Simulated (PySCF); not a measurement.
**Electron correlation in Cl²⁺ (chlorine, charge +2)**

[Ne] 3s2 3p2 3d1, one real determinant (an excited configuration). Computed with PySCF 2.14 in dyall-av3z (19s12p3d2f, 84 functions), with the spin-free X2C one-electron Hamiltonian (Gaussian nucleus). Frozen: [Ne]; 5 electrons correlated; the 22 highest virtual orbitals of each spin left out.

```tsv
level	correlation energy (mhartree)
CCSD	-134.63
(T)	-17.91
CCSD(T)	-152.54
```

Diagnostics: T1 = 0.040, D1 = 0.1259, largest double amplitude 0.387.

The real determinant used has ⟨L²⟩ near 8 against 12 for a pure F term, so it mixes terms. The outer electron is Rydberg-like, and this basis confines it to a smaller radius and binds it less than a complete one would. T1 exceeds 0.03, a sign that the reference determinant is poor. A double-excitation amplitude exceeds 0.15, a sign of near-degeneracy.

Cost of the coupled-cluster step: roughly 2.6 core-seconds, for 5 correlated electrons.

The reference is one real determinant that mixes LS terms of this configuration.
